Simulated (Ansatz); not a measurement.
The cluster Cu₂Se, relaxed as a triplet with UKS PBE0-D4/def2-TZVP in Ansatz, starting from the PBE0-D4/def2-TZVP geometry of the neutral singlet. Force threshold 0.02 eV/Å.

At PBE0-D4/def2-TZVP a singlet of charge 0 lies 1.37 eV below the triplet, each at its own geometry. The structure comes from a short search, and lower isomers may exist.

Start:

```xyz
3

Cu    0.9953    1.0384    0.0786
Cu    0.0380   -1.2950   -0.6298
Se   -1.0333    0.2566    0.5512
```

| step | energy (eV) | largest force component (eV/Å) | SCF passes |
| --- | --- | --- | --- |
| 1 | -154610.5777 | 1.088 | 21 |
| 2 | -154610.6690 | 0.599 | 32 |
| 3 (rejected) | -154610.5753 | 1.166 | 36 |
| 4 | -154610.7269 | 0.064 | 31 |
| 5 | -154610.7278 | 0.016 | 34 |

Force components are those of the run's own axes.

End:

Cartesian coordinates in Å:
```
Cu 1.019 0.927 0.016
Cu 0.140 -1.215 -0.634
Se -1.159 0.288 0.619
```

By distances, no bond broke or formed. The bond that changes most is Cu2–Se3, from 2.22 to 2.35 Å (atoms count from 1).

No frequencies were taken in this run, so the end may be a saddle point.

Run time 29 s (4 threads of AMD EPYC 7R43 on a shared host).
